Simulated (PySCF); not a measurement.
**ZrO: frontier orbitals**

PBE0 at R = 1.739 Å; PySCF, scalar-relativistic core potentials, basis sets Zr cc-pVDZ-PP with ECP28, O cc-pVDZ. State: ¹Σ⁺ (singlet), closed shell, a second solution, started from another occupation. Only the outer orbitals are listed, counted within each symmetry, core potentials removing the inner ones.

```csv
orbital,occ.,ε (eV),on Zr (%),main shells (%)
3σ,2,-36.91,91,90 Zr p
1π,2,-36.23,100,100 Zr p
1π,2,-36.23,100,100 Zr p
4σ,2,-24.58,18,"82 O s, 10 Zr p"
2π,2,-9.96,26,"74 O p, 23 Zr d"
2π,2,-9.96,26,"74 O p, 23 Zr d"
5σ,2,-9.96,29,"67 O p, 24 Zr d"
6σ,2,-5.36,99,"82 Zr s, 11 Zr d"
1δ,0,-3.26,100,100 Zr d
1δ,0,-3.26,100,100 Zr d
3π,0,-2.06,93,"47 Zr p, 45 Zr d"
```

Which are the highest filled and the lowest empty level, where do they sit, and how wide is the gap?

Highest filled 6σ at -5.36 eV (in %: 82 Zr s, 11 Zr d); lowest empty 1δ at -3.26 eV (in %: 100 Zr d); the gap at PBE0 is 2.10 eV.

The bond order (Mayer) is 2.56, the ⟨S²⟩ is 0.000 and the charge on Zr (Mulliken, basis-dependent) is 0.25. The charge on Zr (Löwdin, basis-dependent) is 0.26 and the dipole moment (positive dipole means Zr(−)O(+)) is -2.67 D.

Spin–orbit coupling is left out.
